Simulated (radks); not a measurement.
Problem. The mean radii <r> (bohr) of the occupied orbitals of an atom or ion are listed with their occupations. All-electron calculation, Dirac Kohn-Sham, PBE, spin-unpolarised, spherical densities, point nucleus. Program: a radial shooting solver on a logarithmic mesh with Libxc functionals.

orbital  occ.      <r>
1s1/2       2  0.01773
2s1/2       2  0.07424
2p1/2       2  0.06130
2p3/2       4  0.06950
3s1/2       2   0.1933
3p1/2       2   0.1835
3p3/2       4   0.1986
3d3/2       4   0.1734
3d5/2       6   0.1781
4s1/2       2   0.4317
4p1/2       2   0.4357
4p3/2       4   0.4693
4d3/2       4   0.4824
4d5/2       6   0.4937
5s1/2       2    1.004
5p1/2       2    1.093
4f5/2       6   0.5519
4f7/2       8   0.5600
5p3/2       4    1.189
5d3/2       2    1.583
5d5/2       3    1.628

Name the element and its charge. Open shells, if any, are shared by 2j + 1.

Solution. Z = 76, osmium, charge +3: Os3+ in [Xe] 4f14 5d5. The 1s radius gives Z: for a bare nucleus <r> = (2 gamma + 1)/(2Z) with gamma = sqrt(1 - (Z/c)^2), 0.01753 bohr for Z = 76, and screening makes it slightly larger (0.01773 here). The occupations add up to 73, and the charge is Z minus that.
